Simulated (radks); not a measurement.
The numbers below are computed, except where a source is named.
Question: The mean radii <r> (bohr) of the occupied orbitals of an atom or ion are listed with their occupations. Code: a radial shooting solver on a logarithmic mesh with Libxc functionals. Model: non-relativistic Kohn-Sham, exchange-only LDA, spin-polarised, spherical densities, point nucleus.

orbital  occ.      <r>
1s          2  0.02166
2s          2  0.09178
2p          6  0.07768
3s          2   0.2346
3p          6   0.2244
3d         10   0.1975
4s          2   0.5275
4p          6   0.5375
4d         10   0.5631
5s          2    1.321
5p          6    1.500
4f         14   0.7446

Name the element and its charge. Open shells, if any, are filled with parallel spins first.

Answer: Z = 70, ytterbium, charge +2: Yb2+ in [Xe] 4f14. The 1s radius gives Z: for a bare nucleus <r> = 1.5/Z, 0.02143 bohr for Z = 70, and screening makes it slightly larger (0.02166 here). The occupations add up to 68, and the charge is Z minus that.
